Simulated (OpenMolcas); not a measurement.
**Zn+: effect of the active space**

```
Program             : OpenMolcas
Method              : CASSCF
Basis               : ANO-RCC-VDZ
Scalar Hamiltonian  : DKH4, point nucleus
Spin-orbit coupling : RASSI with atomic mean-field integrals over the reference wave functions, term energies averaged over their components
```

A. 1 electron in 4 orbitals (4s 4p); 2S+1 = 2 even, 1 root; 2S+1 = 2 odd, 3 roots; cost roughly 5 core-seconds
B. 1 electron in 8 orbitals (4s 4p 5s 5p); 2S+1 = 2 even, 1 root; 2S+1 = 2 odd, 3 roots; cost about 11 core-seconds

Energies in cm⁻¹ above 4s ²S_1/2, the measured ground level; measured values from NIST Handbook of Basic Atomic Spectroscopic Data.

```csv
Level,A,B,Measured
4s ²S_1/2,0.0,0.0,0.0
4p ²P°_1/2,45669,45669,48481
4p ²P°_3/2,46371,46371,49355
```

Deviations, from unrounded energies. A percentage is the sum of absolute deviations over the sum of measured energies, with the sign that they share, or ± where signs differ.

| Against measurement | Levels | A | B |
| --- | --- | --- | --- |
| mean absolute deviation (cm-1) | 2 | 2900 | 2900 |
| other configurations (%) | 2 | -5.9 | -5.9 |

A, B lie about equally close to measurement. The largest miss of B in the table is 4p ²P°_3/2, by -3000 cm-1. The ranking rests on the paired levels alone, and a cruder setting can come out closer through cancelling errors.

Between A and B no level of the table moves by more than 5 cm-1.

With one active electron the reference holds no correlation, so core polarisation is missing. With one active electron outside closed inactive shells, the extra shells (5p 5s) add no correlation to the reference (holds for B). Measured partners are found by configuration, term and J. A level has none where our copy of the source lacks it or the pairing is in doubt (some pairs that miss far off the trend of their configuration count as doubtful), and it then counts in no deviation. Only configurations of the active space appear.

° marks odd parity.
